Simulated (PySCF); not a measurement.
# Vibration and rotation of YbH

CAM-B3LYP constants of YbH, doublet, about 14.0 electrons in the 4f shell (Mulliken) (PySCF, spin-free X2C with a Gaussian nucleus, basis sets Yb x2c-TZVPall, H x2c-TZVPall; masses 173.9389 and 1.0078 u):

- ωe: 1227.8 cm⁻¹
- ωexe: 19.4 cm⁻¹
- Be: 4.0132 cm⁻¹
- αe: 0.0964 cm⁻¹
- D (centrifugal): 0.000172 cm⁻¹
- De to Yb (4f14 6s2) + H: 1.56 eV

Question: Give the vibrational terms G(v) and spacings up to v = 6.

Answer: G(v) = ωe(v+½) − ωexe(v+½)².

| v | G(v) (cm⁻¹) | G(v) − G(v−1) | Bv (cm⁻¹) |
| --- | --- | --- | --- |
| 0 | 609 |  | 3.965 |
| 1 | 1798 | 1189 | 3.869 |
| 2 | 2948 | 1150 | 3.772 |
| 3 | 4060 | 1111 | 3.676 |
| 4 | 5132 | 1073 | 3.579 |
| 5 | 6166 | 1034 | 3.483 |
| 6 | 7161 | 995 | 3.387 |

Question: How well does the Morse estimate ωe²/(4ωexe) reproduce De, and what is D0?

Answer: It gives 2.41 eV, 154 % of the computed De. D0 = De − G(0) = 1.56 − 0.08 = 1.48 eV.

Spin–orbit coupling is left out. The state is the lowest single determinant that the PBE0 search found; with open d or f shells the true ground state can be another one.
